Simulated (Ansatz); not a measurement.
Task: Name a neutral molecule of C, Ge, N and H with HOMO–LUMO gap (ωB97M-V/def2-TZVPP) between 13.00 and 13.30 eV and HOMO energy (ωB97M-V/def2-TZVPP) between -13.15 and -12.85 eV (Ansatz, PBE0-D4/def2-TZVP geometry).

Result: `N#[C][GeH]([C]#N)[C]#N` (13.18 eV, -13.14 eV). Other molecules can fit too; these were computed, each in one conformer that needn't be the lowest.
